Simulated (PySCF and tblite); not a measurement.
Results of a calculation; reference values are marked as such.
System: C5H8BF2NO, numbered as in [BH2:1][N:2]1[CH:3]=[C:4]([O:5][CH:6]([F:7])[F:8])[CH2:9][CH2:10]1.

Motion: rotation about the B1–N2 bond (torsion H–B1–N2–C3 from 180° to 360°, rising). GFN2-xTB gives an electronic barrier of 28.8 kcal/mol.

CAM-B3LYP/pcSseg-1 + D3(BJ) on GFN2-xTB geometries gives 36.8 kcal/mol and k(298 K) = 5.9×10⁻¹³ s⁻¹.

Problem. What does PBE0/6-31++G** + D3(BJ) give on GFN2-xTB geometries?

Solution. A barrier of 36.3 kcal/mol, 0.5 below the first DFT barrier (from unrounded values) and, with GFN2-xTB thermal terms, ΔG‡(298 K) = 34.0 kcal/mol and k = 1.5×10⁻¹² s⁻¹ (2 equivalent paths).

Problem. At the first level the ¹H lines of H on B1 [b] / H on B1 [a] span 9 Hz and merge at 616 K (100 MHz). What does the second level predict?

Solution. A span of 13 Hz and merging at 616 K.

Programs: tblite and PySCF.
